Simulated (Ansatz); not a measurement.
C₂H₆GeSe, SMILES `C=[C]([GeH3])[SeH]`, relaxed with RKS PBE-D4/def2-SVP in Ansatz from a rough embedded geometry. The force threshold is 0.03 eV/Å; the program also tests the step.

Total charge 0; spin multiplicity 1.

Start:

```xyz
10

C     0.425    0.958   -1.088
C     0.380    0.354    0.025
Ge   -0.450   -1.357    0.117
Se    1.114    1.143    1.677
H     0.929    1.978   -1.192
H    -0.003    0.587   -2.035
H    -0.411   -1.886    1.624
H     0.235   -2.342   -0.765
H    -2.001   -1.238   -0.297
H    -0.216    1.804    1.933
```

```tsv
step	energy (eV)	largest force (eV/Å)	largest move (Å)
1	-124000.1339	4.838	0.000
2	-124000.4982	1.032	0.116
3	-124000.5228	0.328	0.079
4	-124000.5537	0.196	0.200
5	-124000.5789	0.322	0.200
6	-124000.5870	0.705	0.196
7	-124000.6293	0.264	0.200
8	-124000.6706	0.076	0.200
9	-124000.6931	0.054	0.200
10 (rejected)	-124000.6901	0.492	0.195
11	-124000.7012	0.095	0.098
12	-124000.7057	0.091	0.096
13	-124000.7064	0.083	0.063
14	-124000.7070	0.099	0.048
15	-124000.7101	0.019	0.106
16 (rejected)	-124000.7020	0.513	0.198
17	-124000.7113	0.056	0.077
18	-124000.7117	0.203	0.097
19	-124000.7128	0.106	0.010
20	-124000.7139	0.030	0.044
21 (rejected)	-124000.7134	0.058	0.097
22	-124000.7144	0.029	0.047
23	-124000.7146	0.056	0.064
24	-124000.7149	0.040	0.019
25 (rejected)	-124000.7144	0.096	0.014
26 (rejected)	-124000.7149	0.049	0.005
27	-124000.7149	0.009	0.003
```

End:

```xyz
10

C     0.794    0.904   -1.240
C     0.260    0.533   -0.056
Ge   -0.517   -1.244    0.227
Se    0.380    1.703    1.465
H     1.245    1.898   -1.405
H     0.800    0.209   -2.096
H     0.363   -2.061    1.208
H    -0.620   -1.969   -1.140
H    -1.929   -1.080    0.853
H    -0.776    1.108    2.184
```

Hardware: 4 threads of an Arm Neoverse V1 on a shared host. Wall time 37 s, peak host memory 0.19 GiB.
